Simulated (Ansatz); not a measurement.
Series Snvinyl3X: binding per atom (eV) at several levels, gas phase, relaxed structures; Ansatz. Core potentials for Sn in the def2 sets, no spin–orbit coupling. Binding counts from free atoms in the multiplicity of their measured ground term, without zero-point energy. The structures are stationary points that may keep the symmetry of their start.

```tsv
species	state	geometry	PBE-D4/def2-SVP	PBE-D4/def2-TZVP	r2SCAN-D4/def2-TZVP	PBE0-D4/def2-TZVP
Sn(vinyl)3Br (C6H9BrSn)	singlet	PBE-D4/def2-SVP	4.22	4.19	4.10	4.12
Sn(vinyl)3(OEt) (C8H14OSn)	singlet	r2SCAN-D4/def2-SVP	4.27	4.25	4.15	4.17
Sn(vinyl)3(NMe2) (C8H15NSn)	singlet	PBE-D4/def2-SVP	4.20	4.17	4.07	4.10
```

Task: Estimate the column for PBE0-D4/def2-SVP.

Result: Sn(vinyl)3Br (C6H9BrSn) 4.14; Sn(vinyl)3(OEt) (C8H14OSn) 4.20; Sn(vinyl)3(NMe2) (C8H15NSn) 4.13.
